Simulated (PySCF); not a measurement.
## Relaxation of doublet Se₄⁻

These are results of UB3LYP in PySCF with Se def2-SVPD; no relativity; density-fitted integrals, not measurements. A (50,194) grid was used.

A start displaced from a saddle point along its imaginary mode, with no symmetry imposed:

```xyz
4
charge -1 multiplicity 2, angstrom
Se    0.0060    0.1766   -0.7127
Se    2.1511   -0.2500    0.2358
Se   -1.2440    1.8901    0.1933
Se   -0.9131   -1.8167    0.2836
```

Optimiser trace:
```csv
step,E − E(last) (kJ/mol),largest gradient (Eh/bohr)
0,9.38,0.00762
1,5.15,0.00551
2,0.74,0.00374
3,0.25,0.00184
4,0.00,0.00048
```

It was stopped by the time limit after 4 steps; the last geometry has Se–Se 2.29 Å, Se–Se 2.40 Å, Se–Se 2.40 Å. No frequency check is given, so it may be a saddle point.

The relaxation took of the order of 9 core-minutes on a shared host.
